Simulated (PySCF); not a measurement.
C2H5ClFNSi, SMILES C(=C\[Si@@H](Cl)N)/F.

Geometry: ωB97X-D3(BJ)/def2-SVP. The structure was generated by enumeration; whether it is a known compound was not checked. The values are those of a single conformer.

Two levels are set side by side: TDDFT-PBE/def2-SVPD (PySCF) and TDDFT-CAM-B3LYP/def2-SVPD (PySCF). Vertical, same geometry. The lowest singlet is HOMO→LUMO 94 % with PBE and HOMO→LUMO 54 %, HOMO−1→LUMO 32 % with the other functional; states are paired by order. Differences are taken from unrounded values.

```csv
quantity,TDDFT-PBE
lowest singlet excitation (eV),5.03
lowest triplet excitation (TDA) (eV),4.34
first bright state (f over 0.05) (eV),6.37
its oscillator strength,0.13
```

### Question
These are the TDDFT-PBE values. What does TDDFT-CAM-B3LYP give? (The exact figures need the calculation; the answer reports its results.)

### Answer

```tsv
quantity	TDDFT-CAM-B3LYP	TDDFT-PBE minus TDDFT-CAM-B3LYP
lowest singlet excitation (eV)	6.74	-1.70
lowest triplet excitation (TDA) (eV)	4.26	0.08
first bright state (f over 0.05) (eV)	7.08	-0.71
its oscillator strength	0.30	-0.17
```

Functionals without exact exchange tend to place singlet excitations lower, as here. Differences between two approximate levels are no errors against the true value.

Rough cost on one machine, each run with all the roots and properties that it gave: TDDFT-CAM-B3LYP against TDDFT-PBE about 8 times.
